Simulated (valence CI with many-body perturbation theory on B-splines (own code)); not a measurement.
## Sensitivity of CI+MBPT for Os⁶²⁺

Calculated by configuration interaction combined with many-body perturbation theory (CI+MBPT): four valence electrons over a frozen Dirac-Fock core [Ne], a basis of 6 s, 6 p, 5 d, 3 f, 1 g functions for each j, with the one-electron correlation potential Σ1 (screened to all orders), the two-electron term Σ2, the three-electron term Σ3, Breit, model QED; selected single and double excitations, second order for the rest (own B-spline code, finite nucleus).

No measured spectrum was set against this ion. As an estimate, large intervals hold to a few tenths of a per cent, small ones and those within an open d or f shell to about a per cent.

The reference run has the lowest level (3s^2 3p1/2^2) J=0 and an ionisation energy of 7041.10 eV. Its largest variational space holds 10000 state functions.

Levels are named by their leading jj configuration (3d3/2^4 stands for four electrons in 3d with j = 3/2), which in mixed levels can hold well under half, so a name can repeat and another be missing.

Changed runs:
A. correlating orbitals by l 3 3 3 2 1 → 4 4 2 4 3; box radius (bohr) 1.3379 → 1.82
B. natural orbitals for correlation on → off
C. orbitals per symmetry with explicit Σ2 and valence Breit (the others get mean screening factors) 5 → 3; cutoff of virtual states (hartree) 11552 → 29040
D. box radius (bohr) 1.3379 → 0.36 (bad on purpose)

Excitation energies of the reference run in cm⁻¹, and shifts in cm⁻¹:

```tsv
Level	Reference	A	B	C
(3s^2 3p1/2 3p3/2) J=1	3197250	+27	-834	+28
(3s^2 3p1/2 3p3/2) J=2	3274760	+1.0	-344	-1.8
(3s 3p1/2^2 3p3/2) J=2	4618970	+37	-874	-2.4
(3s 3p1/2^2 3p3/2) J=1	4847220	+12	-132	+40
(3s^2 3p1/2 3d3/2) J=2	5034330	-119	-180	+40
(3s^2 3p1/2 3d3/2) J=1	5404300	-152	+1274	+64
(3s^2 3p1/2 3d5/2) J=2	5940220	-136	-20	+64
(3s^2 3p1/2 3d5/2) J=3	5950820	-179	+410	+60
(3s 3p1/2^2 3d3/2) J=1	6491500	-94	-193	+70
(3s^2 3p3/2^2) J=2	6526830	+12	-928	+59
(3s 3p1/2^2 3d3/2) J=2	6558190	-87	+42	+54
(3s^2 3p3/2^2) J=0	6701700	+32	-362	+128
Ionisation energy (eV)	7041.10	+0.0036	-0.40	+0.0088
```

Run D: It gave no result. The program said: "need at least one array to concatenate".
